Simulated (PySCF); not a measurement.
Record of a relaxation.

BH6PSn.
Numbering: `[BH2:1][PH:2][SnH3:3]` (hydrogens: H4, H5 on B1; H6 on P2; H7, H8, H9 on Sn3)

Computed by this run: PySCF 2.14.0, PBE0-D3(BJ)/def2-SVP geometry optimisation, gas phase, def2 core potentials past Kr; density fitting, grid level 1; the optimiser is geomeTRIC in internal coordinates, started from a GFN2-xTB structure with every atom displaced at random (about 0.01 Å). The frame can shift and turn from step to step; on so coarse a grid that alone can change the energy by a few meV, and forces under 0.02 eV/Å are noise.

Step 0: E = -15885.3104 eV, largest atomic force 1.301 eV/Å
```
atom  x, y, z in Å  |  force x, y, z in eV/Å
B1      1.878   -0.441   -0.065   -0.884   0.812  -0.164
P2      0.749    0.853    0.664    0.135   0.190  -0.875
Sn3    -1.492    0.247   -0.216    0.021   0.097  -0.001
H4      2.650   -0.988    0.603    0.857  -0.658   0.725
H5      1.870   -0.558   -1.240    0.047  -0.152  -0.663
H6      0.582    0.411    1.957   -0.028  -0.249   1.123
H7     -2.034   -1.322    0.032    0.029  -0.576   0.202
H8     -1.537    0.519   -1.861    0.117   0.156  -0.649
H9     -2.608    1.262    0.519   -0.295   0.380   0.303
```

Step 1: E = -15885.4201 eV, largest atomic force 0.488 eV/Å
```
atom  x, y, z in Å  |  force x, y, z in eV/Å
B1      1.763   -0.415   -0.024    0.140  -0.058   0.059
P2      0.660    0.873    0.732   -0.121  -0.035   0.221
Sn3    -1.608    0.338   -0.197   -0.278  -0.160  -0.127
H4      2.583   -0.993    0.655   -0.090   0.036  -0.073
H5      1.754   -0.556   -1.223   -0.018  -0.013  -0.012
H6      0.521    0.454    2.097    0.037   0.084  -0.221
H7     -2.037   -1.332    0.115    0.088   0.469  -0.100
H8     -1.549    0.640   -1.914   -0.013  -0.071   0.459
H9     -2.748    1.393    0.593    0.256  -0.251  -0.205
```

Step 2: E = -15885.4468 eV, largest atomic force 0.108 eV/Å
```
atom  x, y, z in Å  |  force x, y, z in eV/Å
B1      1.759   -0.410   -0.023   -0.003  -0.033  -0.001
P2      0.653    0.877    0.736   -0.008   0.002   0.032
Sn3    -1.605    0.330   -0.194    0.071  -0.015   0.033
H4      2.576   -1.000    0.643   -0.014   0.018   0.000
H5      1.732   -0.557   -1.222   -0.002   0.008  -0.008
H6      0.523    0.468    2.094    0.023   0.020  -0.019
H7     -2.031   -1.295    0.100   -0.026  -0.098   0.021
H8     -1.537    0.629   -1.867    0.021   0.029  -0.102
H9     -2.731    1.360    0.565   -0.063   0.068   0.043
```

Step 3: E = -15885.4484 eV, largest atomic force under 0.02 eV/Å
```
atom  x, y, z in Å  |  force x, y, z in eV/Å
B1      1.755   -0.412   -0.024    0.004  -0.007   0.000
P2      0.653    0.878    0.738   -0.009   0.008   0.003
Sn3    -1.604    0.327   -0.192   -0.005  -0.018   0.001
H4      2.573   -0.997    0.643   -0.003  -0.001  -0.002
H5      1.727   -0.558   -1.223   -0.006   0.001   0.001
H6      0.530    0.473    2.096    0.013   0.008  -0.001
H7     -2.033   -1.305    0.101   -0.004   0.003   0.001
H8     -1.528    0.631   -1.872    0.009   0.005   0.003
H9     -2.735    1.364    0.567    0.000   0.000  -0.005
```

Step 4: E = -15885.4487 eV, largest atomic force under 0.02 eV/Å
```
atom  x, y, z in Å  |  force x, y, z in eV/Å
B1      1.751   -0.411   -0.024   -0.005  -0.005  -0.005
P2      0.653    0.880    0.739   -0.001   0.008  -0.002
Sn3    -1.603    0.325   -0.191   -0.007  -0.011  -0.003
H4      2.571   -0.998    0.639    0.001   0.000   0.003
H5      1.717   -0.559   -1.223   -0.003   0.000  -0.001
H6      0.537    0.480    2.099    0.006   0.004   0.005
H7     -2.033   -1.308    0.101    0.000   0.010   0.000
H8     -1.518    0.630   -1.871    0.005   0.000   0.009
H9     -2.737    1.362    0.564    0.004  -0.005  -0.006
```

Question: Summarise the path.

Answer: The energy falls by 0.1384 eV from step 0 to step 4; nine tenths of that is first reached at step 2. It falls at every step. The largest force goes from 1.301 to under 0.02 eV/Å. Among the bonds B1–H4 changes most, from 1.158 to 1.207 Å; the atoms move by 0.077 Å rms after alignment.

What follows is the cost of the whole optimisation. Time: 13 s; peak memory 0.37 GiB. Hardware: an Arm Neoverse V2 with one thread, shared host.
